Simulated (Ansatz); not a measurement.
Relaxation of BCl₂FH₃P (8 atoms, charge 0, multiplicity 1), to a largest force component of 0.03 eV/Å in at most 50 steps.

The calculation used RHF/6-31G* in Ansatz 0.2.0.

```xyz
8
Properties=species:S:1:pos:R:3:forces:R:3
B 0.019 0.130 0.149 0.00 1.37 0.96
Cl 0.190 0.842 1.811 -0.11 -0.29 -1.19
Cl 1.332 0.234 -0.995 -0.02 0.00 0.01
F -1.153 -0.275 -0.227 0.01 0.01 0.01
P 0.490 -2.876 0.927 0.02 -0.56 0.41
H -0.102 -2.585 -0.303 0.01 0.01 -0.02
H 1.761 -2.388 0.607 0.01 0.00 0.00
H 0.057 -1.724 1.613 0.09 -0.53 -0.19
```

Task: Where does it end, and by what steps?

Result: The run converged. The force dipped under the threshold on the way, but the program's further checks kept it going. After 18 steps the energy has fallen by 0.450 eV; H8 moved furthest, 1.04 Å.

```csv
step,energy less start (eV),largest force component (eV/Å),accepted
0,0.0000,1.375,yes
1,-0.1405,1.078,yes
2,-0.3214,1.093,yes
3,-0.2458,1.889,no
4,-0.3496,1.053,yes
5,-0.3873,0.936,yes
6,-0.4236,0.601,yes
7,-0.4418,0.220,yes
8,-0.4446,0.158,yes
9,-0.4473,0.111,yes
10,-0.4484,0.111,yes
11,-0.4491,0.040,yes
12,-0.4346,0.692,no
13,-0.4495,0.010,yes
14,-0.4367,0.529,no
15,-0.4496,0.068,yes
16,-0.4497,0.042,yes
17,-0.4498,0.053,yes
18,-0.4499,0.004,yes
```

```xyz
8
Properties=species:S:1:pos:R:3
B -0.050 0.882 -0.032
Cl 0.072 1.535 1.584
Cl 1.245 1.054 -1.191
F -1.131 0.253 -0.380
P 0.626 -3.628 1.007
H -0.108 -3.115 -0.073
H 1.801 -2.915 0.720
H 0.139 -2.708 1.948
```

Whether the end is a true minimum wasn't checked by a vibrational analysis.

Time of the run: 54 s on 1 thread of Arm Neoverse V1 (shared host), peak memory 0.19 GiB.
